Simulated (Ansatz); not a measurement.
Relaxation of B₃W₃ with UKS PBE-D4/def2-SVP.

```sh
$ ansatz run in.yaml --threads 4 --pin off --events-out ev --progress --plain --max-ram 4787MiB
```

```yaml
crystal:
  periodic: [false, false, false]
  atoms:
    - {symbol: W, position_ang: [0.259670, -1.495700, -0.068920]}
    - {symbol: W, position_ang: [-1.649710, 0.062830, 0.731240]}
    - {symbol: W, position_ang: [0.516720, 1.404490, 0.265140]}
    - {symbol: B, position_ang: [0.462870, -0.237140, 1.699640]}
    - {symbol: B, position_ang: [1.090720, 0.060000, -1.359360]}
    - {symbol: B, position_ang: [-0.680260, 0.205520, -1.267740]}
basis:
  gaussian: {orbitals: def2-SVP}
magnetization: {spin_polarized: true, initial_magnetization: 1}
hamiltonian: {xc: pbe, dispersion: d4}
scf: {lower_state_search: "off"}
output: {orbitals: {seedname: orbitals}}
relax: {f_tol: 0.02, max_steps: 100}
```

It took 32 s on 4 threads of Arm Neoverse V1 on a shared host.

Positions (Å) and forces (eV/Å) at steps 1, 2, 3, 4, 5, 6, 7, 9 of 9:

```xyz
6
step=1 energy=-7499.7281 eV
W     0.260   -1.496   -0.069   -1.359    3.661    0.503
W    -1.650    0.063    0.731    4.808   -0.143   -2.498
W     0.517    1.404    0.265   -1.984   -3.393   -0.309
B     0.463   -0.237    1.700   -0.516    0.312   -2.269
B     1.091    0.060   -1.359   -1.219   -0.126    2.028
B    -0.680    0.206   -1.268    0.269   -0.311    2.546
6
step=2 energy=-7500.5328 eV
W     0.196   -1.389   -0.048    1.367   -2.365   -0.909
W    -1.471    0.057    0.645   -3.848    0.176    1.399
W     0.436    1.309    0.263    1.778    2.235   -0.381
B     0.467   -0.231    1.647    0.378    0.004   -0.310
B     1.060    0.054   -1.284   -0.048   -0.053    0.477
B    -0.688    0.201   -1.223    0.373    0.003   -0.275
6
step=3 energy=-7500.7902 eV
W     0.182   -1.459   -0.075    0.479    0.682   -0.040
W    -1.523    0.059    0.666   -0.726    0.039    0.200
W     0.434    1.383    0.252    0.355   -0.727   -0.203
B     0.502   -0.224    1.559    0.010   -0.026    0.219
B     1.076    0.044   -1.207   -0.072    0.012   -0.059
B    -0.671    0.197   -1.196   -0.045    0.019   -0.117
6
step=4 energy=-7500.8255 eV
W     0.205   -1.428   -0.071   -0.008   -0.151    0.011
W    -1.551    0.060    0.671    0.371   -0.004   -0.261
W     0.452    1.349    0.249    0.019    0.144    0.044
B     0.495   -0.227    1.588   -0.120    0.015   -0.036
B     1.076    0.047   -1.235   -0.190    0.007    0.081
B    -0.677    0.198   -1.201   -0.073   -0.011    0.162
6
step=5 energy=-7500.8308 eV
W     0.205   -1.433   -0.071    0.083   -0.037   -0.004
W    -1.542    0.060    0.666    0.000    0.007   -0.070
W     0.452    1.354    0.250    0.089    0.022    0.002
B     0.492   -0.226    1.586   -0.049    0.006   -0.009
B     1.071    0.047   -1.231   -0.112    0.007    0.025
B    -0.678    0.198   -1.199   -0.012   -0.005    0.057
6
step=6 energy=-7500.8319 eV
W     0.208   -1.434   -0.069    0.049   -0.025    0.009
W    -1.541    0.060    0.664   -0.001    0.009   -0.080
W     0.456    1.354    0.252    0.053    0.014    0.013
B     0.489   -0.226    1.587   -0.019    0.004   -0.016
B     1.065    0.048   -1.233   -0.026    0.002    0.002
B    -0.676    0.198   -1.199   -0.055   -0.003    0.072
6
step=7 energy=-7500.8327 eV
W     0.215   -1.435   -0.064    0.000   -0.008   -0.040
W    -1.543    0.061    0.655   -0.015    0.001    0.001
W     0.462    1.353    0.257    0.002    0.017   -0.037
B     0.488   -0.226    1.586    0.016   -0.007    0.047
B     1.057    0.049   -1.238   -0.014   -0.002    0.025
B    -0.678    0.198   -1.196    0.012   -0.002    0.004
6
step=9 energy=-7500.8328 eV
W     0.214   -1.435   -0.066    0.001    0.002   -0.001
W    -1.543    0.061    0.656    0.002    0.000    0.001
W     0.461    1.353    0.255    0.001   -0.002   -0.001
B     0.488   -0.226    1.587   -0.003    0.000   -0.002
B     1.058    0.048   -1.236    0.000    0.000    0.002
B    -0.678    0.198   -1.196   -0.001    0.000    0.001
```

In the def2 sets W takes a core potential; there is no spin–orbit coupling. The structure comes from a short search, and lower isomers may exist.
